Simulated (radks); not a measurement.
Task: Species: Xe14+. Configuration: [Kr] 4d4. Calculated with a radial shooting solver on a logarithmic mesh with Libxc functionals: Dirac Kohn-Sham, relativistic LDA (MacDonald-Vosko exchange, VWN5 correlation), spin-unpolarised, spherical densities, finite nucleus; open shells fill j = l - 1/2 first; Fermi nuclear charge, rms radius 4.7859 fm. Some entries of the table are withheld. Estimate them.

| orbital | occ. | eigenvalue (hartree) | r(max) (bohr) | <r^2> (bohr^2) |
|---|---|---|---|---|
| 1s1/2 | 2 | -1266.126 | 0.01723 | 0.0009710 |
| 2s1/2 | 2 | -206.9807 | 0.09743 | 0.01552 |
| 2p1/2 | 2 | -195.4291 | 0.07454 | 0.01144 |
| 2p3/2 | 4 | -183.6116 | 0.07941 | 0.01271 |
| 3s1/2 | 2 | -51.12021 | 0.2795 | 0.1072 |
| 3p1/2 | 2 | -46.28546 | 0.2655 | (1) |
| 3p3/2 | 4 | -44.01908 | 0.2763 | (2) |
| 3d3/2 | 4 | -35.47050 | 0.2231 | 0.09078 |
| 3d5/2 | 6 | -34.98636 | 0.2262 | 0.09301 |
| 4s1/2 | 2 | -17.43491 | 0.6473 | 0.5274 |
| 4p1/2 | 2 | -15.63991 | (3) | (4) |
| 4p3/2 | 4 | -15.11271 | (5) | (6) |
| 4d3/2 | 4 | -12.11581 | (7) | 0.6584 |
| 4d5/2 | 0 | -12.01665 | (8) | 0.6694 |

Result: 
(1) 3p1/2 <r^2> (bohr^2): 0.1016
(2) 3p3/2 <r^2> (bohr^2): 0.1094
(3) 4p1/2 r(max) (bohr): 0.6573
(4) 4p1/2 <r^2> (bohr^2): 0.5562
(5) 4p3/2 r(max) (bohr): 0.6785
(6) 4p3/2 <r^2> (bohr^2): 0.5903
(7) 4d3/2 r(max) (bohr): 0.6963
(8) 4d5/2 r(max) (bohr): 0.7027
